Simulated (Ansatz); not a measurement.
Program: Ansatz. Geometries: PBE0-D4/def2-TZVP. ΔE: electronic, gas phase. CCSD(T)/CBS is the MP2 limit (def2-TZVPP, def2-QZVPP) plus CCSD(T) − MP2 in def2-TZVPP, frozen cores. DFT in def2-TZVPP. For Ga outer-core shells are correlated without core-valence functions, which leaves a few kJ/mol of doubt a bond. Scalar relativity is left out up to krypton. One conformer a species, not always the lowest.

`[CH3][GaH][CH3]` + `O=COC(F)[SiH3]` → `[CH3][Ga]([CH3])[CH]=O` + `OC(F)[SiH3]`  (redistribution)

`[CH3][GaH][CH3]`:

```xyz
10

C     0.230   -1.519   -0.784
Ga   -0.750    0.017   -0.029
C     0.237    1.508    0.801
H     0.554   -1.270   -1.800
H    -0.387   -2.417   -0.846
H     1.130   -1.742   -0.207
H    -2.327    0.053   -0.090
H     0.459    1.251    1.843
H    -0.338    2.435    0.808
H     1.193    1.683    0.304
```

`O=COC(F)[SiH3]`:

Z-matrix (Å, degrees):
```
C
F 1 1.377
Si 1 1.911 2 109.9
O 1 1.411 2 108.1 3 -118.2
H 1 1.094 2 106.9 3 124.4
H 3 1.484 1 108.0 2 178.6
H 3 1.482 1 108.8 2 -61.1
H 3 1.483 1 107.9 2 59.4
C 4 1.351 1 116.8 2 -87.7
O 9 1.190 4 126.0 1 -2.5
H 9 1.099 4 108.5 1 178.2
```

`[CH3][Ga]([CH3])[CH]=O`:

```xyz
12

C     0.985   -1.603    0.438
Ga    0.096    0.094   -0.013
C    -1.407    0.883    0.983
C     0.598    0.965   -1.771
O    -0.052    0.565   -2.713
H     0.534   -2.088    1.305
H     2.045   -1.434    0.646
H     0.931   -2.283   -0.415
H    -2.243    1.070    0.303
H    -1.750    0.239    1.794
H    -1.117    1.849    1.406
H     1.379    1.744   -1.962
```

`OC(F)[SiH3]`:

```xyz
9

O     0.958    1.229    0.475
C     0.444   -0.045    0.569
F     1.463   -0.986    0.399
Si   -0.856   -0.292   -0.812
H     1.502    1.416    1.248
H     0.037   -0.247    1.569
H    -0.224   -0.008   -2.122
H    -1.332   -1.697   -0.756
H    -1.993    0.631   -0.569
```

| level | ΔE (eV) |
| --- | --- |
| PBE0 | 0.56 |
| HF/def2-QZVPP | 0.63 |

Question: What does CCSD(T)/CBS give? (Best estimate.)

Answer: The calculation gave: +0.47 eV. The listed levels differ from it by 0.09, 0.16 eV.

Largest T1 diagnostic among the species: 0.015.

From PBE to PBE0 (25 % exact exchange), in def2-TZVPP and without D4, ΔE moves by +0.04 eV. In def2-TZVPP, CCSD(T) changes the Hartree–Fock value by −0.12 eV (the triples alone add +0.01 eV) and MP2 by −0.11 eV.
